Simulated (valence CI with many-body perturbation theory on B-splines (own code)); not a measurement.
Os⁵⁵⁺ in brief

Computed by relativistic CI+MBPT: three valence electrons over a frozen Dirac-Fock core [Ar], a basis of 7 s, 7 p, 8 d, 6 f, 4 g, 1 h functions for each j, with the one-electron correlation potential Σ1 (screened to all orders), the two-electron term Σ2, the three-electron term Σ3, Breit, model QED; selected single and double excitations, second order for the rest, scaled by the run's own slope (own B-spline code, finite nucleus).

No measured spectrum was set against this ion. As an estimate, large intervals hold to a few tenths of a per cent, small ones and those within an open d or f shell to about a per cent. The list stops below the first excitations out of the core. Only levels of the ground parity were solved; by the run's estimate the other parity begins above the list, which can be wrong where configurations are misplaced.

Levels are named by their leading jj configuration (3d3/2^4 stands for four electrons in 3d with j = 3/2), which in mixed levels can hold well under half, so a name can repeat and another be missing.

Rates and lifetimes use the calculated energies. Strong lines usually hold to 10 to 20 %, long lifetimes can be off by a factor of two.

(1) What is the ground level?

(2) How well does LS coupling describe the low levels?

(3) What is the ionisation energy?

Answers

(1) (3d3/2^3) J=3/2, composition 43 % 3d3 4F + 40 % 3d3 2D + 12 % 3d3 2P, g = 0.725.

(2) Among the lowest 16 levels the leading LS term, summed over configurations, holds 57 % on average. For single configurations the figures are 57 % in LS and 99 % in jj coupling. Terms mix most in the J = 3/2 level at 659350 cm⁻¹, where the leading one holds 38 %.

(3) 5422 eV; NIST lists 5421 ± 5 eV (theoretical).
